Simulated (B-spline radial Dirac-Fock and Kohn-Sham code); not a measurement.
**Run log: Eu**

ΔSCF core binding energies without Breit or QED terms, calculated with an atomic code on a B-spline grid. Keys: rel is the Hamiltonian (dirac, or spin-free x2c and nr, where L3 and M5 stand for the whole 2p and 3d shells), method is hf or an exchange,correlation pair (spin-unpolarised, also for the hole states), nuc the nuclear model, radius_factor scales its radius, rmax is the box in bohr, h the logarithmic mesh step, order the B-spline order, points the quadrature points per cell, c_factor scales the speed of light, and damp, ndamp, maxit and tol steer the iteration. The run stops when the commutator error falls below 10·tol·max(1, Z/10), or the numerical noise floor, and the energy has settled to about 1e-8 Ha; the virial ratio is −V/T.

Input (task.json):

```json
{"items": [{"Z": 63, "q": 0, "cfg": [[1, 0, 2], [2, 0, 2], [2, 1, 6], [3, 0, 2], [3, 1, 6], [3, 2, 10], [4, 0, 2], [4, 1, 6], [4, 2, 10], [4, 3, 7], [5, 0, 2], [5, 1, 6], [6, 0, 2]], "A": 153, "rrms": 5.1115, "do": "settings", "holes": ["K", "L3", "M5"],
  "settings": [{"rel": "dirac", "method": "hf", "nuc": "fermi", "radius_factor": 1.0, "rmax": 45.0, "h": 0.3, "order": 8, "points": 4, "c_factor": 1.0, "maxit": 98, "damp": 0.5, "ndamp": 3, "tol": 1e-08}]}]}
```

Command: `python xray2_run.py task.json out`

Ground-state iterations:

```
iter   energy (Ha)        error
   1   -10818.65556521  2.01e+00
   2   -10825.58135236  1.16e+00
   3   -10845.19959480  2.55e-01
   4   -10846.28505647  7.09e-02
   5   -10846.46732544  3.27e-02
   6   -10846.47915390  6.03e-03
   7   -10846.48126489  7.26e-03
   8   -10846.48235009  1.58e-03
   9   -10846.48244119  1.86e-04
  10   -10846.48244422  6.24e-05
  11   -10846.48244439  5.36e-06
  12   -10846.48244440  9.67e-07
  13   -10846.48244440  1.89e-07
```

The ground state converged in 13 iterations, with total energy -10846.48244 Ha, virial ratio 1.91988 and highest orbital energy -4.93 eV. ΔSCF binding energies: K (1s) 48725.6 eV, L3 (2p3/2) 6996.3 eV, M5 (3d5/2) 1137.1 eV.

One setting is outside the advised range (too few quadrature points), but here it does no visible harm: the result matches the run with default settings.
